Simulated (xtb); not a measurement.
isobutane (C$_{4}$H$_{10}$), singlet, from a rough starting geometry; GFN2-xTB (xtb 6.7.1).

xtb was given this input:
```
$ xtb mol.xyz --gfn 2 --opt vtight --json

# file mol.xyz
14

C     -0.04380549    -0.00522043     0.37662066
H     -0.07562429    -0.03132221     1.47722427
C      0.05568237     1.38783892    -0.05121600
H     -0.01506627     1.49579654    -1.17034001
H     -0.89584156     1.99491475     0.31263413
H      0.88528324     1.97821667     0.32460144
C      1.31982840    -0.66968271    -0.05646960
H      1.32300349    -0.72211063    -1.13798124
H      2.14405429    -0.25010705     0.36759074
H      1.31049328    -1.74192067     0.34130618
C     -1.21497362    -0.76092014    -0.02007980
H     -1.35386606    -0.72980612    -1.12104866
H     -1.29109131    -1.72971173     0.24720194
H     -2.14721824    -0.20656210     0.37624061
```

What the program printed (banner, timings and long lists left out):

```
   ID    Z sym.   atoms
    1    6 C      1, 3, 7, 11
    2    1 H      2, 4-6, 8-10, 12-14

           -------------------------------------------------
          |                Calculation Setup                |
           -------------------------------------------------

           -------------------------------------------------
          |                 G F N 2 - x T B                 |
           -------------------------------------------------

          ...................................................
          :                      SETUP                      :
          :.................................................:
          :  # basis functions                  26          :
          :  # atomic orbitals                  26          :
          :  # shells                           18          :
          :  # electrons                        26          :
          :  max. iterations                   250          :
          :  Hamiltonian                  GFN2-xTB          :
          :  restarted?                      false          :
          :  GBSA solvation                  false          :
          :  PC potential                    false          :
          :  electronic temp.          300.0000000     K    :
          :  accuracy                    1.0000000          :
          :  -> integral cutoff          0.2500000E+02      :
          :  -> integral neglect         0.1000000E-07      :
          :  -> SCF convergence          0.1000000E-05 Eh   :
          :  -> wf. convergence          0.1000000E-03 e    :
          :  Broyden damping             0.4000000          :
          :  net charge                          0          :
          :  unpaired electrons                  0          :
          ...................................................

 iter      E             dE          RMSdq      gap      omega  full diag
   1    -13.8143438 -0.138143E+02  0.256E+00   11.97       0.0  T
   2    -13.8588705 -0.445267E-01  0.138E+00   11.87       1.0  T
   3    -13.8595098 -0.639243E-03  0.752E-01   11.81       1.0  T
   4    -13.8596145 -0.104768E-03  0.153E-01   11.78       1.0  T
   5    -13.8596848 -0.702785E-04  0.602E-02   11.77       1.0  T
   6    -13.8596851 -0.248533E-06  0.741E-03   11.78       3.6  T
   7    -13.8596852 -0.100778E-06  0.203E-03   11.78      13.2  T
   8    -13.8596852 -0.537263E-08  0.250E-04   11.78     106.7  T
   9    -13.8596852 -0.389964E-10  0.106E-04   11.78     251.1  T

[...]
         :: total energy             -13.637340393249 Eh    ::
 * total energy  :   -13.6373404 Eh     change       -0.5492495E-11 Eh
 * total energy  :   -13.6630199 Eh     change       -0.2567952E-01 Eh
 * total energy  :   -13.6672783 Eh     change       -0.4258364E-02 Eh
 * total energy  :   -13.6675051 Eh     change       -0.2267860E-03 Eh
 * total energy  :   -13.6675455 Eh     change       -0.4045847E-04 Eh
 * total energy  :   -13.6675530 Eh     change       -0.7522498E-05 Eh
 * total energy  :   -13.6675567 Eh     change       -0.3658934E-05 Eh
 * total energy  :   -13.6675581 Eh     change       -0.1395187E-05 Eh
 * total energy  :   -13.6675587 Eh     change       -0.6141745E-06 Eh
 * total energy  :   -13.6675589 Eh     change       -0.2033993E-06 Eh
 * total energy  :   -13.6675590 Eh     change       -0.4209122E-07 Eh
   *** GEOMETRY OPTIMIZATION CONVERGED AFTER 11 ITERATIONS ***
         :: total energy             -13.667558957333 Eh    ::
[...]
    13   1 H        0.925     0.032     2.556     2.500
    14   1 H        0.925     0.032     2.556     2.500

 Mol. C6AA /au·bohr⁶  :       1205.934066
 Mol. C8AA /au·bohr⁸  :      24472.043642
 Mol. α(0) /au        :         51.781516

Wiberg/Mayer (AO) data.
largest (>0.10) Wiberg bond orders for each atom

 ---------------------------------------------------------------------------
     #   Z sym  total        # sym  WBO       # sym  WBO       # sym  WBO
 ---------------------------------------------------------------------------
     1   6 C    3.997 --     7 C    1.009     3 C    1.009    11 C    1.009
                             2 H    0.970
     2   1 H    0.999 --     1 C    0.970
     3   6 C    3.997 --     1 C    1.009     6 H    0.987     5 H    0.987
                             4 H    0.987
     4   1 H    0.999 --     3 C    0.987
     5   1 H    0.999 --     3 C    0.987
     6   1 H    0.999 --     3 C    0.987
     7   6 C    3.997 --     1 C    1.009    10 H    0.987     9 H    0.987
                             8 H    0.987
     8   1 H    0.999 --     7 C    0.987
     9   1 H    0.999 --     7 C    0.987
    10   1 H    0.999 --     7 C    0.987
    11   6 C    3.997 --     1 C    1.009    14 H    0.987    13 H    0.987
                            12 H    0.987
    12   1 H    0.999 --    11 C    0.987
    13   1 H    0.999 --    11 C    0.987
    14   1 H    0.999 --    11 C    0.987
 ---------------------------------------------------------------------------

Topologies differ in total number of bonds
Writing topology from bond orders to xtbtopo.mol

molecular dipole:
                 x           y           z       tot (Debye)
 q only:        0.000       0.000      -0.015
   full:        0.000       0.000      -0.015       0.038
molecular quadrupole (traceless):
                xx          xy          yy          xz          yz          zz
 q only:        0.039      -0.000       0.039       0.001       0.000      -0.077
  q+dip:       -0.337       0.000      -0.337      -0.005      -0.002       0.674
   full:       -0.148       0.000      -0.148      -0.002      -0.001       0.295

optimized geometry written to: xtbopt.xyz

           -------------------------------------------------
          | TOTAL ENERGY              -13.667558957333 Eh   |
          | GRADIENT NORM               0.000068949815 Eh/α |
          | HOMO-LUMO GAP              14.153178217225 eV   |
           -------------------------------------------------
```
